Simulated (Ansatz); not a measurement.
MoCl6, 7 atoms. Hardware: 4 threads of Arm Neoverse V2 on a shared host.

In the def2 sets Mo takes a core potential; there is no spin–orbit coupling. Correlated methods freeze 30 core orbitals; core or outer-core shells of Mo are correlated, in sets that lack core-valence functions.

**Question.** How many basis functions does each of these Ansatz runs have, and roughly what does it cost? CCSD(T)/def2-SVP, charge 0 singlet, energy, from earlier orbitals; PBE0-D4/def2-SVP, charge 0 singlet, energy, from earlier orbitals; RPA@PBE/def2-TZVP, charge 0 singlet, energy, from earlier orbitals; r2SCAN-D4/def2-SVP, charge 0 singlet, relaxation, 3 steps; PBE-D4/def2-TZVP, charge 0 triplet at the geometry of the charge 0 singlet, energy, from earlier orbitals; CAM-B3LYP-D4/def2-TZVPD, charge 0 singlet, energy, from earlier orbitals; BHLYP-D4/def2-TZVP, charge 0 singlet, energy, from earlier orbitals; PBE0-D4/def2-SVP, charge 0 singlet, energy with a search over starts; PBE-D4/def2-TZVPD, charge 0 singlet, energy, from earlier orbitals; CAM-B3LYP-D4/def2-TZVP, charge 0 singlet, energy and forces, from earlier orbitals; PBE0-D4/def2-TZVP, charge 0 singlet, energy, from earlier orbitals; CAM-B3LYP-D4/def2-TZVP, charge 1 doublet at the geometry of the charge 0 singlet, energy, from earlier orbitals.

**Answer.** Other jobs shared the machine, so times can vary by a factor of up to 3. A dash marks memory too small to be measured apart from the calling script's.

```json
{"run": "PBE0-D4/def2-SVP, charge 0 singlet, energy, from earlier orbitals", "functions": "139", "fitting or Cholesky vectors": "1275", "wall time": "3 s", "peak host memory (GiB)": "–"}
{"run": "PBE0-D4/def2-SVP, charge 0 singlet, energy with a search over starts", "functions": "139", "fitting or Cholesky vectors": "1275", "wall time": "4.2 s", "peak host memory (GiB)": "–"}
{"run": "PBE-D4/def2-TZVPD, charge 0 singlet, energy, from earlier orbitals", "functions": "316", "fitting or Cholesky vectors": "1988", "wall time": "6 s", "peak host memory (GiB)": "0.79"}
{"run": "RPA@PBE/def2-TZVP, charge 0 singlet, energy, from earlier orbitals", "functions": "262", "fitting or Cholesky vectors": "1605", "wall time": "9 s", "peak host memory (GiB)": "0.7"}
{"run": "PBE0-D4/def2-TZVP, charge 0 singlet, energy, from earlier orbitals", "functions": "262", "fitting or Cholesky vectors": "1986", "wall time": "9 s", "peak host memory (GiB)": "1.3"}
{"run": "BHLYP-D4/def2-TZVP, charge 0 singlet, energy, from earlier orbitals", "functions": "262", "fitting or Cholesky vectors": "2163", "wall time": "9.5 s", "peak host memory (GiB)": "1.4"}
{"run": "r2SCAN-D4/def2-SVP, charge 0 singlet, relaxation, 3 steps", "functions": "139", "fitting or Cholesky vectors": "1473", "wall time": "9.5 s", "peak host memory (GiB)": "–"}
{"run": "CAM-B3LYP-D4/def2-TZVP, charge 0 singlet, energy and forces, from earlier orbitals", "functions": "262", "fitting or Cholesky vectors": "1949", "wall time": "13 s", "peak host memory (GiB)": "1.4"}
{"run": "CAM-B3LYP-D4/def2-TZVPD, charge 0 singlet, energy, from earlier orbitals", "functions": "316", "fitting or Cholesky vectors": "2147", "wall time": "15 s", "peak host memory (GiB)": "1.8"}
{"run": "PBE-D4/def2-TZVP, charge 0 triplet at the geometry of the charge 0 singlet, energy, from earlier orbitals", "functions": "262", "fitting or Cholesky vectors": "1844", "wall time": "23 s", "peak host memory (GiB)": "1.1"}
{"run": "CCSD(T)/def2-SVP, charge 0 singlet, energy, from earlier orbitals", "functions": "139", "fitting or Cholesky vectors": "1275", "wall time": "26 s", "peak host memory (GiB)": "0.91"}
{"run": "CAM-B3LYP-D4/def2-TZVP, charge 1 doublet at the geometry of the charge 0 singlet, energy, from earlier orbitals", "functions": "262", "fitting or Cholesky vectors": "1605", "wall time": "44 s", "peak host memory (GiB)": "1.6"}
```
